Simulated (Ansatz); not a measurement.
Saddle point of GaSiNH5Cl, closed shell (GaSiNH₅Cl ([NH2][Ga]([SiH3])[Cl]) → GaNHCl ([NH][Ga][Cl]) + SiH₄; bonds formed: Si2–H4; bonds broken: Ga1–Si2, N3–H4), PBE0-D4/def2-TZVP structure:

Ga1  (-0.986, 1.031, 0.398)
Si2  (1.138, -0.778, 0.105)
N3  (-1.577, 0.372, -1.112)
H4  (-0.278, -0.329, -0.737)
Cl5  (-0.608, 2.069, 2.206)
H6  (1.550, -1.811, -0.882)
H7  (2.218, 0.241, 0.211)
H8  (0.962, -1.427, 1.433)
H9  (-2.420, 0.633, -1.622)
(Å)

Energies are electronic, without zero-point energy. Barriers and step energies count from the start structure reached by relaxing down the imaginary mode; all methods use the PBE0-D4 structures, on which another method's saddle can fall below an end. Computed with Ansatz 0.2.0 (basis: def2-TZVPP, with def2-QZVPP for the basis limit); correlated methods freeze the cores. Filled d shells of the heavier atoms are correlated. The def2 sets are not built for correlating such inner shells, so the correlated values are less sure here. B3LYP uses VWN-RPA correlation. Extrapolation: Hartree–Fock as exp(−7.88 √X), correlation as X^−2.97.

```json
{"method": "SPW92", "barrier (kJ/mol)": "317.3", "step energy (kJ/mol)": "280.3"}
{"method": "PBE-D4", "barrier (kJ/mol)": "322.5", "step energy (kJ/mol)": "261.7"}
{"method": "BLYP-D4", "barrier (kJ/mol)": "326.4", "step energy (kJ/mol)": "243.7"}
{"method": "r2SCAN-D4", "barrier (kJ/mol)": "?", "step energy (kJ/mol)": "275.4"}
{"method": "B97M-V", "barrier (kJ/mol)": "355.6", "step energy (kJ/mol)": "271.0"}
{"method": "PBE0-D4", "barrier (kJ/mol)": "360.5", "step energy (kJ/mol)": "291.1"}
{"method": "B3LYP-D4", "barrier (kJ/mol)": "?", "step energy (kJ/mol)": "270.4"}
{"method": "r2SCAN0-D4", "barrier (kJ/mol)": "375.0", "step energy (kJ/mol)": "297.5"}
{"method": "BHLYP-D4", "barrier (kJ/mol)": "400.1", "step energy (kJ/mol)": "301.2"}
{"method": "CAM-B3LYP-D4", "barrier (kJ/mol)": "379.4", "step energy (kJ/mol)": "288.6"}
{"method": "wB97X-V", "barrier (kJ/mol)": "385.1", "step energy (kJ/mol)": "295.7"}
{"method": "wB97M-V", "barrier (kJ/mol)": "376.6", "step energy (kJ/mol)": "287.1"}
{"method": "B2PLYP", "barrier (kJ/mol)": "?", "step energy (kJ/mol)": "265.1"}
{"method": "PBE-QIDH", "barrier (kJ/mol)": "374.2", "step energy (kJ/mol)": "293.8"}
{"method": "RPA on PBE", "barrier (kJ/mol)": "350.7", "step energy (kJ/mol)": "253.5"}
{"method": "HF", "barrier (kJ/mol)": "456.0", "step energy (kJ/mol)": "324.6"}
{"method": "MP2", "barrier (kJ/mol)": "353.4", "step energy (kJ/mol)": "262.4"}
{"method": "CCSD", "barrier (kJ/mol)": "384.6", "step energy (kJ/mol)": "285.4"}
{"method": "CCSD(T)", "barrier (kJ/mol)": "363.0", "step energy (kJ/mol)": "271.3"}
```

Problem. Fill in the withheld barriers. (An estimate is asked for; the value comes from the calculation.)

Solution. Computed: B2PLYP 357.1; B3LYP-D4 357.9; r2SCAN-D4 347.7 kJ/mol. Each is the energy of the saddle less that of the start structure, by the same method.

For comparison, the barrier by CCSD(T) at an estimated basis limit (MP2 extrapolated from triple and quadruple zeta, plus CCSD(T) − MP2 in triple zeta) is 363.5 kJ/mol.

The T1 diagnostic stays at or below 0.020. The end structure is not quite a true minimum (one mode of 62i cm⁻¹).

Labels in which every atom is bracketed show which atoms are joined, not bond orders.

For scale, one of the runs: CCSD(T)/def2-TZVPP, 233 basis functions, launched by `ansatz run in.yaml --threads 4 --pin off --events-out ev --progress --plain --max-ram 9574MiB`. Hardware: 4 CPU threads of an Arm Neoverse V2, shared host. Wall time 110 s; peak host memory 3.8 GiB.
